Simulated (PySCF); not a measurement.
Al(F)(Me)(OSiH3) (CH6AlFOSi), SMILES [F][Al]([CH3])[O][SiH3].

The structure is a stationary point at PBE0-D3(BJ)/def2-SVP. The values are those of a single conformer.

Level of theory: PySCF with r2SCAN/def2-TZVP.

Gas-phase values at a fixed geometry.

- total energy: -748.84915 hartree
- highest occupied level: -7.63 eV
- lowest empty level: -0.91 eV
- orbital gap: 6.72 eV
- dipole moment: 1.76 D
- quadrupole, principal values (traceless, Buckingham form, about the centre of nuclear charge): -8.56, 2.58, 5.99 D·Å
- mean static polarisability: 63.2 bohr³ (9.36 Å³)
- polarisability, principal values: 55.7, 59.9, 74.0 bohr³
